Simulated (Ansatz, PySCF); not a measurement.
System: CH3BCl (charge 0, doublet). It need not be the lowest isomer of its formula. SMILES: C[B]Cl
Geometry: optimised at B3LYP-D3(BJ)/def2-TZVP (Ansatz, a quantum-chemistry and plane-wave program).

Quantity: atomisation energy (electronic, to ground-state atoms), in kcal/mol. Cores are frozen in the correlated levels unless marked. Open shells are spin-unrestricted. No spin-orbit coupling. Non-relativistic. The coupled-cluster limit lacks core correlation, which all-electron functionals hold. CBS(X,Y): correlation extrapolated as X^-3; Hartree-Fock from the larger set. [CCSD(T)-MP2]/basis is that difference in the basis named.

```csv
level,program,atomisation energy (kcal/mol)
HF/cc-pV(T+d)Z,Ansatz,388.2
HF/def2-TZVPD,PySCF,388.0
HF/cc-pV(Q+d)Z,Ansatz,388.8
BLYP/def2-TZVPD,Ansatz,492.4
BP86-D3(BJ)/def2-TZVPD,PySCF + dftd3,516.3
PBE0/def2-QZVPP,Ansatz,505.2
wB97X-V/def2-TZVPD,Ansatz,498.6
B2GP-PLYP-D3(BJ)/def2-TZVPD,Ansatz + dftd3,494.7
CCSD(T)/cc-pV(D+d)Z,Ansatz,461.3
"RI-MP2/CBS(cc-pV(T+d)Z,cc-pV(Q+d)Z)+[CCSD(T)-MP2]/cc-pV(T+d)Z",Ansatz,495.8
```
